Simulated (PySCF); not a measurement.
Dipole response of Br²⁵⁺ (bromine, charge +25)

[Ne], closed-shell 1S. Computed with PySCF 2.14 in an even-tempered Gaussian basis (20 s from 7 bohr⁻², ratio 2.2; 12 p from 9.1 bohr⁻², ratio 2.2; 6 d from 43 bohr⁻², ratio 2.4; 5 f from 64 bohr⁻², ratio 2.4; 4 g from 96 bohr⁻², ratio 2.4), with the spin-free X2C one-electron Hamiltonian (Gaussian nucleus). Coupled (time-dependent) response in atomic units; α is the mean over directions.

```tsv
method	mean α (bohr³)	C₆ (like pair)	S(−4)
UHF	0.0009790	6.692e-05	1.234e-07
PBE0	0.0009852	6.745e-05	1.259e-07
```

S(−4) is the Cauchy moment in α(ω) = α(0) + S(−4) ω² + …

α(iu) at PBE0:

```json
{"u (hartree)": "0", "α(iu) (bohr³)": "0.0009851"}
{"u (hartree)": "9.00", "α(iu) (bohr³)": "0.0009751"}
{"u (hartree)": "18.0", "α(iu) (bohr³)": "0.0009463"}
{"u (hartree)": "36.0", "α(iu) (bohr³)": "0.0008486"}
{"u (hartree)": "54.0", "α(iu) (bohr³)": "0.0007276"}
{"u (hartree)": "72.0", "α(iu) (bohr³)": "0.0006094"}
{"u (hartree)": "90.0", "α(iu) (bohr³)": "0.0005058"}
{"u (hartree)": "135", "α(iu) (bohr³)": "0.0003208"}
{"u (hartree)": "180", "α(iu) (bohr³)": "0.0002136"}
{"u (hartree)": "270", "α(iu) (bohr³)": "0.0001106"}
{"u (hartree)": "450", "α(iu) (bohr³)": "4.453e-05"}
```

A single London oscillator, α(iu) = α/(1 + u²/ω²), gives C₆ = (3/4) ω α². Matching the computed C₆ needs ω = 4 × 6.745e-05 / (3 × 0.0009852²) = 92.7 hartree.

For an ion, C₆ is the dispersion term alone; charge-induced terms of lower order in 1/R come first.
